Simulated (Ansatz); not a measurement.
Na2N2H4⁺, that is (NaNH2)2 ring with one electron fewer. Charge 1, multiplicity 2. Geometry PBE0-D4/def2-SVP, that of the neutral singlet; atoms count from 1.

```
atom   x (Å)   y (Å)   z (Å)
 Na1  -0.833  -0.867   0.760
  N2   1.152   0.060   1.331
 Na3   0.832   0.869  -0.759
  N4  -1.152  -0.060  -1.331
  H5   1.956  -0.548   1.519
  H6   1.196   0.710   2.122
  H7  -1.194  -0.711  -2.121
  H8  -1.957   0.547  -1.521
```

**Question.** Estimate the Mulliken populations from the PBE0/def2-TZVP orbitals of Ansatz.

**Answer.** 
```csv
atom,charge (e),spin (α − β)
Na1,0.86,-0.03
N2,-0.91,0.56
Na3,0.86,-0.03
N4,-0.91,0.56
H5,0.28,-0.02
H6,0.28,-0.02
H7,0.28,-0.02
H8,0.28,-0.02
```
Mulliken values and Mayer orders depend strongly on the basis.

**Question.** Where does the spin sit?

**Answer.** Summed by element: Na -0.05, N 1.12, H -0.07, of 1 unpaired in all. Largest on single atoms: N2 0.56, N4 0.56, Na1 -0.03.
